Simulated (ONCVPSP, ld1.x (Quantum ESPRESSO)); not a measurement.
## Potentials for selenium (Se) compared

Generated with ld1.x 7.5 (TM, RRKJ, ultrasoft, PAW), atompaw 4.2 or ONCVPSP 4.0.1. The cutoff is in Ry: for ld1.x and atompaw files where the sum of valence levels is converged to 10 mRy in a Bessel basis, for ONCV files where the hardest occupied wave has 1 mHa per electron of residual kinetic energy. The error is the largest all-electron minus pseudo excitation energy over each file’s own four to seven test configurations (ionisations up to +4, promotions, holes and added fractions of an electron), all of which were solved. The labels leave out finer settings (local radius, basis sizes, second energies), which also bear on the numbers. Spin-polarised tests are not counted. The rows are a selection from randomly drawn settings: files with unsolved tests, undetermined cutoffs or missed reference levels are left out.

A true bound ghost makes a file unfit for plane-wave use even where its test errors are small: the radial tests pick states by their node count and pass the ghost by.

```tsv
potential	cutoff (Ry)	largest error (meV)	bound ghosts
ONCV, PBEsol, scalar-relativistic, rc 1.00/1.10/0.80 (spd), local d, core correction yes, reference 3s2 3p6 3d10 4s2 4p4, qcut 10.2/13.1/17.5, projectors 2/2/0	276	-6.8	none
ONCV, PBE, scalar-relativistic, rc 1.30/1.85/0.75/1.70 (spdf), local smoothed, core correction no, reference 3d10 4s2 4p3, qcut 5.2/3.9/16.9/7.3, projectors 3/1/2/2	268	-5.0	s, p
```

(1) Fill in the row for Se: PAW, BP86, scalar-relativistic, rc 1.40/1.85 (sp), local smoothed, core correction yes, reference 4s2 4p3.

(2) Fill in the row for Se: ONCV, PBE, scalar-relativistic, rc 1.10/1.10/1.10/1.00 (spdf), local smoothed, core correction no, reference 3s2 3p6 3d10 4s1 4p5, qcut 10/10/12.3/12.8, projectors 2/3/2/2.

(3) Fill in the row for Se: ONCV, PBE, scalar-relativistic, rc 1.30/1.95/0.65 (spd), local d, core correction yes, reference 3d10 4s2 4p4, qcut 4.7/4/23.2, projectors 2/1/0.

Results:

(1) cutoff 18 Ry, largest error -230 meV, bound ghosts: d.

(2) cutoff 139 Ry, largest error -1.1 meV, bound ghosts: none.

(3) cutoff 440 Ry, largest error -588 meV, bound ghosts: s, p.
